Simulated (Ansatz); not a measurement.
`C#[C][Ga]([Cl])[Cl]` + H₂ → `C#[C][GaH][Cl]` + HCl at 298.15 K and 1 bar (hydrogenolysis of a Ga–Cl bond).

Gas-phase electronic energies from Ansatz, PBE0-D4/def2-TZVP geometries. CCSD(T)/CBS adds triple-zeta CCSD(T) − MP2 to the extrapolated MP2 energy (def2 sets, frozen cores). This one scheme is used for every species. For Ga outer-core shells are correlated without core-valence functions, which leaves a few kJ/mol of doubt a bond. Scalar relativity is left out up to krypton.

```json
{"species": "`C#[C][Ga]([Cl])[Cl]`", "CCSD(T)/CBS energy (Eh)": "-2920.25663", "H − E (kJ/mol)": "76.4", "S (J/(mol·K))": "354.7"}
{"species": "H₂", "CCSD(T)/CBS energy (Eh)": "-1.17544", "H − E (kJ/mol)": "35.1", "S (J/(mol·K))": "130.4"}
{"species": "`C#[C][GaH][Cl]`", "CCSD(T)/CBS energy (Eh)": "-2461.01543", "H − E (kJ/mol)": "87.6", "S (J/(mol·K))": "325.8"}
{"species": "HCl", "CCSD(T)/CBS energy (Eh)": "-460.38127", "H − E (kJ/mol)": "26.6", "S (J/(mol·K))": "186.8"}
```

H − E and S are ideal-gas, rigid-rotor, harmonic terms from PBE0-D4/def2-TZVP. The MP2-based limit puts H₂ 0.8 mEh under its directly extrapolated value; such offsets cancel only in part. 1 Eh = 2625.50 kJ/mol, R = 8.31446 J/(mol·K).

Task: By hand: ΔE, ΔH, ΔS and ΔG.

Result: ΔE = (-2461.01543) + (-460.38127) − (-2920.25663) − (-1.17544) = 0.03537 Eh = 92.9 kJ/mol. Δ(H − E) = 87.6 + 26.6 − 76.4 − 35.1 = 2.7, so ΔH = 95.6 kJ/mol. ΔS = 325.8 + 186.8 − 354.7 − 130.4 = 27.5 J/(mol·K). ΔG = 95.6 − 298.15 × (27.5)/1000 = 87.4 kJ/mol.

Task: By hand: the equilibrium constant, and the temperature at which ΔG would vanish if ΔH and ΔS stayed fixed.

Result: log₁₀ K = −ΔG/(RT ln 10) = -15.3. ΔG = 0 at ΔH/ΔS = 3476 K, far beyond where these terms or the molecules hold.

ΔH outweighs TΔS. A doubt of 5 kJ/mol in ΔE shifts log₁₀ K by 0.9 here. These are equilibria of isolated gas molecules and say nothing of rates. Largest T1 diagnostic: 0.013 (customary marks: 0.02 for closed shells, 0.045 for open ones).
